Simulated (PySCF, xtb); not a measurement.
In(OH)(SiH3)2 (H7InOSi2), SMILES [OH][In]([SiH3])[SiH3]. One conformer was computed; it need not be the lowest.

Harmonic wavenumbers (cm⁻¹) from xtb with GFN2-xTB at its own minimum, in rising order: 25, 46, 56, 65, 118, 231, 300, 317, 325, 331, 345, 355, 374, 446, 711, 768, 786, 787, 792, 794, 2083, 2109, 2114, 2136, 2145, 2147, 3696.

Problem. What does PBE-D3(BJ)/def2-SVP (PySCF) give at its own minimum? (An estimate is asked for; the answer gives what the named calculation found.)

Solution. 12, 27, 59, 85, 114, 250, 297, 339, 406, 414, 434, 448, 557, 747, 792, 824, 901, 902, 903, 904, 2134, 2140, 2153, 2154, 2156, 2171, 3711. Paired by order, the mean absolute difference is 63 cm⁻¹ and the zero-point energies are 34.9 and 37.2 kcal/mol.
